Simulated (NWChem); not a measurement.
System: SiH$_{3}$I; SMILES [SiH3]I

Input file for NWChem:

```
start job
memory heap 200 mb stack 900 mb global 1100 mb
geometry units angstroms noautoz
  Si     0.000000     0.000000     1.799927
  I      0.000000     0.000000    -0.649111
  H      1.082660     0.906455     2.273763
  H      0.243683    -1.390839     2.273763
  H     -1.326343     0.484384     2.273763
end
basis spherical
  * library def2-tzvpd
end
ecp
  I library def2-ecp
end
dft
  xc m06-2x
  iterations 150
  mulliken
end
task dft energy
```

Geometry: optimised at PBE0/def2-SVP. def2 effective core potentials on I; no spin-orbit coupling.

Q: What results follow from this input? (M06-2X/def2-TZVPD with def2 effective core potentials on I.) Quantities: energy (Ha); highest occupied level (eV); orbital gap (eV); dipole (D).

A: 
```
Quantity                      Result
---------------------------  -------
energy (Ha)                  -588.94
highest occupied level (eV)    -8.85
orbital gap (eV)                8.52
dipole (D)                      1.36
```
